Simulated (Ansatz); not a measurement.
One geometry of TeF4⁺, several levels of theory.

```yaml
crystal:
  periodic: [false, false, false]
  atoms:
    - {symbol: Te, position_ang: [-0.217764, -0.287890, -0.003901]}
    - {symbol: F, position_ang: [-0.429842, -0.549553, 1.906016]}
    - {symbol: F, position_ang: [-0.386894, -0.530192, -1.920646]}
    - {symbol: F, position_ang: [1.645619, -0.169802, 0.017610]}
    - {symbol: F, position_ang: [-0.611119, 1.537447, 0.000920]}
basis:
  gaussian: {orbitals: def2-TZVP, initial_orbitals: start.molden}
total_charge: 1
magnetization: {spin_polarized: true, initial_magnetization: 1}
hamiltonian: {xc: pbe0, dispersion: d4}
scf: {omitted_lower_state_checks: [starts]}
output: {orbitals: {seedname: orbitals}}
```

The file start.molden holds the orbitals of an earlier run on this structure, at another level or in another basis.

```sh
$ ansatz run in.yaml --threads 4 --pin off --events-out ev --progress --plain --max-ram 3916MiB
```

Output, abridged:

```
Functional definition: PBE0
1062 factors; their error is unknown
mean field evaluation 1: about -18138.0130 eV, gradient 1.7e2 eV
mean field evaluation 2: about -18144.1286 eV, gradient 7.1e0 eV
mean field evaluation 4: about -18144.4156 eV, gradient 2.6e-3 eV
mean field evaluation 8: about -18144.6024 eV, gradient 2.6e-5 eV
mean field -18144.60240699 eV, -666.8018396036 hartree, gradient 2.6e-5 eV, S^2 0.763333; 0 other end points of the search recorded, 0 dependent functions left out
reference -18144.60242480 eV, -666.8018402582 hartree; 30, 29 occupied and 144, 145 virtual orbitals, 1062 factors
Total energy: -18144.67597151 eV, -666.8045430498 hartree
Checks for a lower state left out: starts
```

Run time 3.3 s (4 threads of Arm Neoverse V1 on a shared host).

As the first input, with `hamiltonian: {xc: pbe, dispersion: d4}` (abridged; 2.1 s):

```
Functional definition: PBE
mean field -18145.27054541 eV, -666.8263932376 hartree, gradient 1.6e-5 eV, S^2 0.753018
Total energy: -18145.35879372 eV, -666.8296363033 hartree
Checks for a lower state left out: starts
```

Geometry: B3LYP-D4/def2-SVP.

In the def2 sets Te takes a core potential; there is no spin–orbit coupling.
